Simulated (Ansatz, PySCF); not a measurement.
Pulling on the Si1–Cl3 bond in ClHSi (SMILES [SiH]Cl) (multiplicity 1 held, fragments rigid). Energies count from the point at 2.094 Å.
Geometry at that point (charge 0, multiplicity 1):
```xyz
3

Si     0.78708    -0.22621     0.74860
H      1.83075    -0.49356    -0.33253
Cl    -0.75587     0.21533    -0.59693
```

U- levels take the lowest unrestricted solution at each point, which mixes spins at long bonds. Curves can end on different states.

Correlated levels freeze the cores. Rows in 3-21G carry no dispersion term and start afresh at each structure.

Codes used: Ansatz (Gaussian basis) for Hartree–Fock, density functionals and correlated methods; PySCF for 3-21G rows. Values without a source in brackets are computed.

Energies in kcal/mol.

```csv
R (Å),R-HF/3-21G,U-r2SCAN/cc-pV(T+d)Z,U-wB97X-V/cc-pV(T+d)Z,U-CCSD/cc-pV(T+d)Z
1.675,97.3,59.7,59.5,61.9
1.885,24.1,9.7,9.4,10.2
2.094,0.0,0.0,0.0,0.0
2.304,-2.8,6.5,7.2,6.7
2.513,3.5,18.9,20.5,19.7
2.827,19.3,39.3,42.6,41.3
3.141,36.6,57.6,62.7,61.5
3.665,62.2,79.1,87.1,85.7
4.189,81.9,88.9,98.3,94.2
4.817,98.5,94.2,103.3,96.3
5.655,117.7,97.0,104.7,96.8
6.702,127.3,98.0,104.8,96.9
```

Doubts at one or more of the structures used: a restricted determinant that unrestricted orbitals would lower (R-HF/3-21G); a spin-contaminated determinant (U-r2SCAN/cc-pV(T+d)Z, U-wB97X-V/cc-pV(T+d)Z, U-CCSD/cc-pV(T+d)Z); T1 above 0.05 (U-CCSD/cc-pV(T+d)Z).

Ansatz is a quantum-chemistry and plane-wave program.
